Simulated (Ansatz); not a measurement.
Geometry optimisation, RHF/def2-SVP in Ansatz.

Input:

```yaml
crystal:
  periodic: [false, false, false]
  atoms:
    - { symbol: Al, position_ang: [0.0, 0.0, 0.0] }
    - { symbol: O, position_ang: [0.0, 0.0, 2.13] }
    - { symbol: H, position_ang: [-0.9095, -0.2814, 2.4671] }
    - { symbol: F, position_ang: [1.4635, 0.0, -0.845] }
    - { symbol: F, position_ang: [-1.4635, 0.0, -0.845] }
    - { symbol: O, position_ang: [0.0932, 1.9717, 0.6559] }
    - { symbol: Al, position_ang: [0.7263, 2.4933, 2.2356] }
    - { symbol: H, position_ang: [1.2212, 1.4323, 3.2665] }
    - { symbol: H, position_ang: [0.7864, 4.0116, 2.5891] }
    - { symbol: H, position_ang: [0.0589, 1.2457, 1.7601] }
basis:
  gaussian: { orbitals: def2-SVP }
hamiltonian:
  xc: hf
relax:
  f_tol: 0.15
  max_steps: 25
  restrain:
    - { distance: [0, 5], at: 2.98, k: 30.0 }
    - { distance: [9, 1], at: 2.21, k: 30.0 }
    - { distance: [0, 1], at: 1.78, k: 30.0 }
    - { distance: [9, 5], at: 1.01, k: 30.0 }
```

Command:

```bash
$ ansatz run input.yaml --threads 2 --pin off --max-ram 3072MiB --backend cpu --events-out ev --progress --plain --runs-dir out
```

Problem. Where does it end, and by what steps?

Solution. The forces met the threshold. The restraints hold the end off the free minimum; the threshold counts their pulls, which the force column leaves out. Restrained pairs: Al1–O6 (2.08 → 2.96 Å), O2–H10 (1.30 → 2.21 Å), Al1–O2 (2.13 → 1.73 Å), O6–H10 (1.32 → 0.97 Å). After 16 steps the energy has fallen by 4.627 eV (the restraints' own energy left out); H8 moved furthest, 1.62 Å.

| step | energy less start (eV) | largest force component (eV/Å) | accepted |
| --- | --- | --- | --- |
| 0 | 0.0000 | 5.068 | yes |
| 1 | -0.9039 | 5.620 | yes |
| 2 | -1.6848 | 3.129 | yes |
| 3 | -2.4612 | 2.267 | yes |
| 4 | -3.3235 | 2.424 | yes |
| 5 | -3.8270 | 2.138 | yes |
| 6 | -4.0392 | 1.682 | yes |
| 7 | -4.0979 | 1.917 | yes |
| 8 | -4.3074 | 1.360 | yes |
| 9 | -4.4100 | 1.437 | yes |
| 10 | -4.5007 | 1.473 | yes |
| 11 | -4.5517 | 1.616 | yes |
| 12 | -4.5987 | 1.610 | yes |
| 13 | -4.6076 | 1.608 | yes |
| 14 | -4.6016 | 1.700 | no |
| 15 | -4.6177 | 1.610 | yes |
| 16 | -4.6271 | 1.618 | yes |

```xyz
10
Properties=species:S:1:pos:R:3
Al -0.136 -0.186 -0.125
O -0.557 -0.905 1.395
H -1.374 -1.340 1.576
F 1.441 0.085 -0.474
F -1.260 0.036 -1.295
O -0.053 1.911 1.962
Al 1.078 3.065 2.513
H 1.842 2.803 3.863
H 1.261 4.346 1.627
H -0.266 1.059 2.374
```

Time of the run: 26 s on 2 threads of Arm Neoverse V1 (shared host), peak memory 0.23 GiB.
